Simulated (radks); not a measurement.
Radial electron density D(r) = 4 pi r^2 rho(r) of an atom or ion with 53 electrons. All-electron calculation, Dirac Kohn-Sham, PBE, spin-unpolarised, spherical densities, finite nucleus; Fermi nuclear charge, rms radius of each element as measured or else 0.836 A^(1/3) + 0.57 fm. Program: a radial shooting solver on a logarithmic mesh with Libxc functionals.

r (bohr)  D(r) (e/bohr)
0.001456          3.750
0.001681          4.775
0.001941          6.058
0.002242          7.653
0.002589          9.620
0.00299           12.02
0.003453          14.93
0.003988          18.40
0.004606          22.47
0.005319          27.18
0.006143          32.49
0.007095          38.32
0.008194          44.52
0.009463          50.82
0.01093           56.89
0.01262           62.27
0.01458           66.50
0.01683           69.13
0.01944           69.89
0.02245           68.80
0.02593           66.30
0.02995           63.30
0.03458           61.08
0.03994           61.01
0.04613           64.03
0.05327           70.15
0.06152           78.05
0.07105           85.24
0.08205           88.83
0.09401           87.17
0.1086            80.36
0.1254            71.27
0.1448            64.43
0.1672            63.34
0.1931            67.84
0.223             73.48
0.2576            74.00
0.2975            65.77
0.3436            50.77
0.3968            35.43
0.4582            26.05
0.5292            24.33
0.6112            26.74
0.7058            28.01
0.8151            25.32
0.9414            19.55
1.087             13.40
1.256             8.924
1.45              6.517
1.675             5.419
1.934             4.697
2.234             3.841
2.58              2.818
2.979             1.821
3.44              1.030
3.973            0.5099
4.589            0.2199
5.3             0.08157
6.12            0.02534
7.068          0.006390
8.163          0.001271

What is the nuclear charge?

Answer. Z = 53. The innermost maximum, from 1s, lies near gamma/Z bohr with gamma = sqrt(1 - (Z/c)^2) = 0.922, here 0.0174 bohr (found: 0.0191), and its height grows with Z. The density is that of neutral iodine in [Kr] 4d9.5 5s2 5p5.5; the configuration itself is not fixed sharply by these data, and Z only to a few units. D(r) has 4 maxima, at r = 0.0191, 0.0840, 0.244, 0.695 bohr, and minima at 0.0375, 0.159, 0.513 bohr, inside which lie 2.03, 11.19, 29.03 electrons.
